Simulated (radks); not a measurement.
Computed order of ionisation of caesium. At each step one electron was removed from each of the four highest sub-shells of the ion before, moves of one valence electron (up to charge 6) and the configuration listed by NIST were tried, and the lowest configuration was kept. All-electron calculation, Dirac Kohn-Sham, relativistic LDA (MacDonald-Vosko exchange, VWN5 correlation), spin-unpolarised, spherical densities, finite nucleus; Fermi nuclear charge, rms radius of each element as measured or else 0.836 A^(1/3) + 0.57 fm. Program: a radial shooting solver on a logarithmic mesh with Libxc functionals. Sub-shells are occupied by j as written (lower j first in brackets).

| species | lowest configuration found | NIST configuration | margin to the next tried (eV) | IE (eV) | NIST IE (eV) | kind |
|---|---|---|---|---|---|---|
| Cs | [Xe] 6s1 | same | 1.409 | 3.990 | 3.894 | exp. |
| Cs+ | [Xe] | same | 13.442 | 23.244 | 23.157 | exp. |
| Cs2+ | [Kr] 4d10 5s2 5p(1/2: 2, 3/2: 3) | same | 1.852 | 33.610 | 33.195 | semi-emp. |
| Cs3+ | [Kr] 4d10 5s2 5p(1/2: 2, 3/2: 2) | same | 2.022 | 44.615 | 43 | theory |
| Cs4+ | [Kr] 4d10 5s2 5p(1/2: 2, 3/2: 1) | same | 2.200 | 56.168 | 56 | theory |
| Cs5+ | [Kr] 4d10 5s2 5p(1/2: 2, 3/2: 0) | same | 2.385 | 70.767 | 69 | theory |
| Cs6+ | [Kr] 4d10 5s2 5p(1/2: 1, 3/2: 0) | same | 14.540 | 83.582 | 83 | theory |
| Cs7+ | [Kr] 4d10 5s2 | same | 15.070 | 112.31 | 110 | semi-emp. |
| Cs8+ | [Kr] 4d10 5s1 | same | 61.505 | 126.67 | 125.6 | semi-emp. |
| Cs9+ | [Kr] 4d10 | same | 64.903 | 209.82 | 213 | exp. |
| Cs10+ | [Kr] 4d(3/2: 4, 5/2: 5) | same | 2.522 | 236.28 | 233 | theory |
| Cs11+ | [Kr] 4d(3/2: 4, 5/2: 4) | same | 2.627 | 263.52 | 261 | theory |
| Cs12+ | [Kr] 4d(3/2: 4, 5/2: 3) | same | 2.734 | 291.51 | 289 | theory |
| Cs13+ | [Kr] 4d(3/2: 4, 5/2: 2) | same | 2.843 | 320.22 | 316 | theory |

Reference values: NIST Atomic Spectra Database (exp. = measured, semi-emp. = semi-empirical, theory = theoretical value adopted there). Spin polarisation and multiplet splitting are left out, so open shells lie too high by an amount that depends on their filling.

Beside tabulated values, note that spin-unpolarised runs miss the spin-polarisation part of the exchange energy of open shells.
